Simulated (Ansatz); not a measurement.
A structure relaxed at PBE-D4/def2-SVP in Ansatz, charge 1, doublet:

Cartesian coordinates in Å:
```
Mo 0.677 -0.878 -1.383
Mo -0.924 -1.085 0.980
Mo 1.598 -0.687 0.934
Mo 1.497 1.241 -0.338
Mo -1.648 -0.931 -1.272
Mo -0.151 1.087 1.649
Mo -1.049 1.254 -0.570
```

Question: Give its formula and point group.

Answer: Mo7⁺. Point group Cs (tolerance 0.1 Å).

Question: Summarise the bond lengths by kind (pairs closer than 1.2 times the sum of covalent radii, bridged metal pairs left out).

Answer: 17 × Mo–Mo 2.31 to 3.61 Å.

In the def2 sets Mo takes a core potential; there is no spin–orbit coupling. The relaxation made no stability test and no search for a lower SCF solution. No other spin state of charge 1 was run. The structure comes from a short search, and lower isomers may exist.
